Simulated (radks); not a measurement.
Results of a calculation; reference values are marked as such.
Valence configurations of Mo (all share [Kr]). Level of theory: Dirac Kohn-Sham, PBE, spin-unpolarised, spherical densities, finite nucleus; open shells fill j = l - 1/2 first; Fermi nuclear charge, rms radius 4.4091 fm (a radial shooting solver on a logarithmic mesh with Libxc functionals). Order these by energy: 4d5 5s0.5 5p0.5; 4d4 5s1 5p1; 4d5 5s1; 4d5 5p1; 4d5.5 5s0.5; 4d4.5 5s1 5p0.5; 4d5.5 5p0.5; 4d6; 4d4.5 5s1.5; 4d4 5s1.5 5p0.5.

Answer. From the lowest, in eV above it: 4d4.5 5s1.5 0.000; 4d5 5s1 0.105; 4d5.5 5s0.5 0.446; 4d6 0.983; 4d4.5 5s1 5p0.5 1.597; 4d5 5s0.5 5p0.5 1.610; 4d4 5s1.5 5p0.5 1.861; 4d5.5 5p0.5 1.863; 4d5 5p1 3.161; 4d4 5s1 5p1 3.599. NIST lists [Kr] 4d5 5s1 as the ground configuration; this level of theory puts 4d4.5 5s1.5 lower, by 0.105 eV. The energies are those of spherical spin-averaged densities, not of single terms.
